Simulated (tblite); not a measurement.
Record of a relaxation.

Compound: C₄H₉NO₃Si₂.
Numbering: `[OH:1][SiH:2]([OH:3])[O:4][SiH2:5][n:6]1[cH:7][cH:8][cH:9][cH:10]1` (hydrogens: H11 on O1; H12 on Si2; H13 on O3; H14, H15 on Si5; H16 on C7; H17 on C8; H18 on C9; H19 on C10)

Computed with GFN2-xTB (tblite), gas phase: L-BFGS steps from a force-field or distance-geometry start until the largest atomic force falls under 0.01 eV/Å. 9 of its 201 geometries are shown.

Step 0: E = -868.7846 eV, largest atomic force 2.784 eV/Å
```
atom  x, y, z in Å  |  force x, y, z in eV/Å
O1      3.808    0.193    0.888   -2.239  -0.182  -0.854
Si2     2.762    0.291   -0.469    2.004  -1.190  -1.074
O3      3.675   -0.173   -1.869   -1.527   1.330   1.626
O4      1.433   -0.752   -0.426    0.241   1.590   2.273
Si5     0.437   -0.633    0.962   -0.581  -0.580  -2.038
N6     -1.227   -0.267    0.350    2.109  -0.161   0.800
C7     -1.707    0.958    0.067   -0.346   2.016  -0.239
C8     -3.003    0.887   -0.363   -0.416   0.459  -0.235
C9     -3.338   -0.472   -0.352    0.426  -1.193   0.299
C10    -2.213   -1.148    0.103   -1.621  -0.225  -0.549
H11     3.353    0.067    1.750    0.683   0.121  -1.052
H12     2.409    1.704   -0.675   -0.126  -0.412   0.225
H13     3.563    0.482   -2.582    0.214  -0.758   0.569
H14     0.891    0.377    1.909   -0.139   0.115  -0.095
H15     0.351   -1.958    1.570    0.096   0.080  -0.122
H16    -1.160    1.897    0.181    0.088  -0.712   0.056
H17    -3.672    1.704   -0.668    0.634  -0.532   0.266
H18    -4.277   -0.945   -0.627    0.366   0.284   0.099
H19    -2.095   -2.202    0.245    0.132  -0.050   0.047
```

Step 25: E = -869.7858 eV, largest atomic force 0.163 eV/Å
```
atom  x, y, z in Å  |  force x, y, z in eV/Å
O1      3.913    0.297    0.741    0.033  -0.019   0.009
Si2     2.867    0.485   -0.475   -0.052  -0.041   0.062
O3      3.587   -0.224   -1.730   -0.011   0.028   0.012
O4      1.453   -0.261   -0.110    0.003   0.025   0.024
Si5     0.337   -0.642    0.985   -0.031   0.009  -0.087
N6     -1.246   -0.297    0.320   -0.046   0.007  -0.004
C7     -1.723    0.957    0.041    0.046   0.006  -0.024
C8     -3.019    0.881   -0.373    0.065  -0.055  -0.039
C9     -3.373   -0.493   -0.348    0.084   0.023  -0.015
C10    -2.271   -1.171    0.080    0.019  -0.038   0.020
H11     3.637    0.026    1.611   -0.016   0.030  -0.047
H12     2.531    1.881   -0.685    0.032   0.018  -0.037
H13     3.505    0.063   -2.635   -0.113  -0.027   0.114
H14     0.470    0.200    2.174    0.043   0.062   0.029
H15     0.471   -2.056    1.307   -0.080  -0.010  -0.113
H16    -1.074    1.803    0.156   -0.054   0.057  -0.012
H17    -3.638    1.709   -0.677    0.027  -0.144   0.062
H18    -4.317   -0.929   -0.626    0.094   0.118   0.048
H19    -2.119   -2.220    0.236   -0.045  -0.049  -0.002
```

Step 50: E = -869.8711 eV, largest atomic force 0.059 eV/Å
```
atom  x, y, z in Å  |  force x, y, z in eV/Å
O1      4.058    0.442    0.750   -0.015  -0.015   0.038
Si2     2.932    0.635   -0.387   -0.004  -0.019   0.026
O3      3.405   -0.285   -1.627   -0.020   0.032  -0.028
O4      1.455    0.152    0.125   -0.016   0.022   0.004
Si5     0.344   -0.657    0.951    0.005   0.011   0.033
N6     -1.218   -0.274    0.273    0.006  -0.019  -0.035
C7     -1.699    0.970   -0.040    0.001  -0.011  -0.006
C8     -3.001    0.869   -0.427    0.002   0.003  -0.003
C9     -3.349   -0.500   -0.349    0.006   0.011  -0.002
C10    -2.242   -1.161    0.084    0.003  -0.021  -0.019
H11     3.846    0.102    1.613    0.010  -0.009  -0.008
H12     2.798    2.044   -0.693   -0.038  -0.020  -0.040
H13     2.851   -0.402   -2.394    0.012  -0.006   0.014
H14     0.386   -0.182    2.336    0.018  -0.020   0.015
H15     0.520   -2.100    0.806    0.026   0.044  -0.020
H16    -1.061    1.829    0.033   -0.005  -0.012   0.003
H17    -3.644    1.671   -0.733    0.005   0.018  -0.009
H18    -4.300   -0.936   -0.591    0.001   0.031   0.006
H19    -2.092   -2.207    0.263    0.004  -0.020   0.031
```

Step 75: E = -869.8918 eV, largest atomic force 0.148 eV/Å
```
atom  x, y, z in Å  |  force x, y, z in eV/Å
O1      4.035    0.596    0.769    0.044   0.113  -0.069
Si2     2.867    0.711   -0.332    0.018   0.038   0.059
O3      3.172   -0.378   -1.488   -0.026  -0.009  -0.060
O4      1.409    0.413    0.347   -0.005   0.038  -0.038
Si5     0.379   -0.675    0.919   -0.068   0.030   0.027
N6     -1.183   -0.295    0.245   -0.004   0.049   0.003
C7     -1.634    0.949   -0.107   -0.001   0.042  -0.022
C8     -2.941    0.874   -0.478   -0.003  -0.029   0.015
C9     -3.325   -0.482   -0.340   -0.013  -0.028  -0.001
C10    -2.233   -1.161    0.107    0.020   0.024  -0.001
H11     3.938    0.062    1.550    0.023  -0.110   0.097
H12     2.822    2.085   -0.774   -0.036  -0.007  -0.024
H13     2.542   -0.545   -2.183    0.032  -0.003   0.021
H14     0.344   -0.514    2.371    0.034  -0.013   0.037
H15     0.723   -2.014    0.466    0.004  -0.122  -0.015
H16    -0.971    1.788   -0.063    0.034   0.040  -0.019
H17    -3.565    1.682   -0.808    0.031  -0.032   0.006
H18    -4.294   -0.888   -0.554   -0.017  -0.035   0.007
H19    -2.095   -2.198    0.344   -0.067   0.016  -0.025
```

Step 100: E = -869.9416 eV, largest atomic force 0.105 eV/Å
```
atom  x, y, z in Å  |  force x, y, z in eV/Å
O1      3.928    0.753    0.897    0.025  -0.057   0.039
Si2     2.850    0.740   -0.296    0.007  -0.014   0.018
O3      3.371   -0.283   -1.441    0.013  -0.017  -0.023
O4      1.382    0.247    0.215   -0.004   0.082  -0.033
Si5     0.325   -0.711    0.942   -0.069  -0.056   0.022
N6     -1.230   -0.296    0.269   -0.012  -0.001   0.009
C7     -1.654    0.946   -0.122    0.007  -0.019  -0.044
C8     -2.958    0.878   -0.510   -0.007   0.022   0.057
C9     -3.370   -0.466   -0.340   -0.015   0.033   0.054
C10    -2.294   -1.147    0.138   -0.008  -0.014   0.023
H11     4.300   -0.060    1.234    0.038   0.050  -0.020
H12     2.693    2.116   -0.698   -0.016   0.017  -0.013
H13     2.802   -0.545   -2.160    0.006   0.019   0.020
H14     0.368   -0.470    2.383   -0.016   0.031  -0.017
H15     0.556   -2.103    0.578    0.049  -0.092  -0.016
H16    -0.967    1.769   -0.103   -0.044   0.017  -0.010
H17    -3.571    1.687   -0.857    0.024   0.019  -0.037
H18    -4.346   -0.864   -0.535    0.016   0.005  -0.037
H19    -2.193   -2.181    0.400    0.008  -0.026   0.008
```

Step 125: E = -869.9646 eV, largest atomic force 0.136 eV/Å
```
atom  x, y, z in Å  |  force x, y, z in eV/Å
O1      3.875    0.721    1.004    0.059  -0.120   0.025
Si2     2.821    0.737   -0.215    0.034   0.050  -0.027
O3      3.401   -0.288   -1.334   -0.013   0.002   0.001
O4      1.331    0.283    0.249    0.004  -0.035  -0.009
Si5     0.305   -0.758    0.915   -0.037  -0.010   0.038
N6     -1.253   -0.321    0.260   -0.026   0.003  -0.009
C7     -1.635    0.914   -0.195   -0.034   0.021   0.011
C8     -2.949    0.883   -0.546    0.018  -0.004  -0.015
C9     -3.410   -0.432   -0.298   -0.016   0.018  -0.023
C10    -2.353   -1.132    0.195   -0.018  -0.016   0.002
H11     4.586    0.082    1.000   -0.057   0.085   0.015
H12     2.635    2.102   -0.653    0.009   0.022  -0.037
H13     2.869   -0.533   -2.084   -0.005   0.012   0.002
H14     0.342   -0.569    2.364   -0.022  -0.021  -0.024
H15     0.573   -2.127    0.477    0.024  -0.010   0.002
H16    -0.922    1.713   -0.227    0.003   0.017  -0.014
H17    -3.531    1.693   -0.943    0.027   0.008   0.008
H18    -4.402   -0.802   -0.476    0.015  -0.002   0.023
H19    -2.292   -2.157    0.500    0.034  -0.021   0.032
```

Step 150: E = -869.9784 eV, largest atomic force 0.040 eV/Å
```
atom  x, y, z in Å  |  force x, y, z in eV/Å
O1      3.773    0.534    1.113    0.006  -0.015  -0.004
Si2     2.825    0.693   -0.182    0.001   0.003  -0.004
O3      3.444   -0.263   -1.340    0.028   0.017   0.023
O4      1.317    0.245    0.211    0.007  -0.006  -0.011
Si5     0.292   -0.794    0.883   -0.011   0.015  -0.005
N6     -1.264   -0.327    0.243   -0.017  -0.004  -0.004
C7     -1.625    0.892   -0.267   -0.005   0.001  -0.002
C8     -2.949    0.881   -0.582    0.001  -0.006   0.007
C9     -3.439   -0.405   -0.249    0.008   0.001   0.009
C10    -2.387   -1.108    0.253   -0.021   0.004  -0.009
H11     4.696    0.328    0.996   -0.022  -0.007   0.007
H12     2.679    2.074   -0.599   -0.005   0.006  -0.010
H13     2.951   -0.442   -2.135   -0.017   0.001  -0.012
H14     0.319   -0.624    2.333    0.002  -0.005   0.013
H15     0.554   -2.160    0.434    0.011  -0.004  -0.006
H16    -0.893    1.669   -0.363    0.008   0.003  -0.005
H17    -3.517    1.689   -1.001    0.012  -0.007  -0.003
H18    -4.446   -0.755   -0.371    0.006   0.003   0.002
H19    -2.340   -2.116    0.616    0.007   0.001   0.012
```

Step 175: E = -869.9811 eV, largest atomic force 0.026 eV/Å
```
atom  x, y, z in Å  |  force x, y, z in eV/Å
O1      3.696    0.473    1.138    0.010   0.014  -0.020
Si2     2.816    0.693   -0.196   -0.006  -0.007   0.008
O3      3.506   -0.193   -1.370    0.009   0.003   0.005
O4      1.302    0.196    0.101    0.003  -0.001   0.002
Si5     0.298   -0.803    0.862   -0.015  -0.001   0.005
N6     -1.270   -0.338    0.253    0.002  -0.009  -0.002
C7     -1.617    0.874   -0.282    0.008  -0.009  -0.003
C8     -2.942    0.873   -0.587   -0.002   0.010  -0.002
C9     -3.449   -0.398   -0.220    0.006   0.002   0.003
C10    -2.403   -1.103    0.291    0.002  -0.004   0.003
H11     4.630    0.305    1.056    0.007  -0.006   0.015
H12     2.667    2.089   -0.559    0.007  -0.009   0.006
H13     3.035   -0.367   -2.180   -0.001   0.007  -0.007
H14     0.374   -0.583    2.304   -0.002   0.001   0.002
H15     0.544   -2.186    0.458    0.002  -0.003  -0.012
H16    -0.873    1.636   -0.402   -0.010   0.005  -0.010
H17    -3.498    1.680   -1.023   -0.019   0.002  -0.007
H18    -4.461   -0.736   -0.332    0.003   0.000   0.011
H19    -2.364   -2.101    0.680   -0.003   0.006   0.003
```

Step 200: E = -869.9898 eV, largest atomic force 0.007 eV/Å
```
atom  x, y, z in Å  |  force x, y, z in eV/Å
O1      3.629    0.392    1.223    0.004  -0.002   0.006
Si2     2.820    0.725   -0.132    0.000  -0.001   0.000
O3      3.606   -0.016   -1.345    0.005   0.001   0.002
O4      1.306    0.164    0.017   -0.005   0.003  -0.002
Si5     0.308   -0.883    0.720   -0.002   0.002   0.002
N6     -1.276   -0.357    0.208    0.002   0.001   0.001
C7     -1.606    0.768   -0.500    0.000  -0.002   0.000
C8     -2.955    0.816   -0.672    0.002   0.003  -0.002
C9     -3.492   -0.331   -0.039    0.001   0.000  -0.001
C10    -2.441   -1.018    0.484    0.000  -0.002   0.000
H11     4.569    0.239    1.185   -0.002  -0.001  -0.003
H12     2.655    2.148   -0.356    0.001   0.000   0.001
H13     3.200   -0.097   -2.203   -0.005  -0.001  -0.003
H14     0.412   -0.796    2.173   -0.002   0.001  -0.002
H15     0.549   -2.224    0.185    0.000   0.000   0.001
H16    -0.838    1.443   -0.821   -0.001  -0.005  -0.002
H17    -3.509    1.576   -1.188   -0.001   0.002   0.001
H18    -4.529   -0.603    0.014    0.002  -0.001   0.001
H19    -2.418   -1.935    1.039    0.003   0.000   0.000
```

Question: Summarise the path.

Answer: The energy falls by 27.79 kcal/mol from step 0 to step 200; nine tenths of that is first reached at step 49. It rises by more than 0.2 meV at steps 48, 128, 131 and 134. The largest force goes from 2.784 to 0.007 eV/Å. Among the bonds Si2–O3 changes most, from 1.735 to 1.624 Å; the atoms move by 0.806 Å rms after alignment.

What follows is the cost of the whole relaxation. On one thread of an Arm Neoverse N1, no GPU, on a shared host, this took 3.4 s.
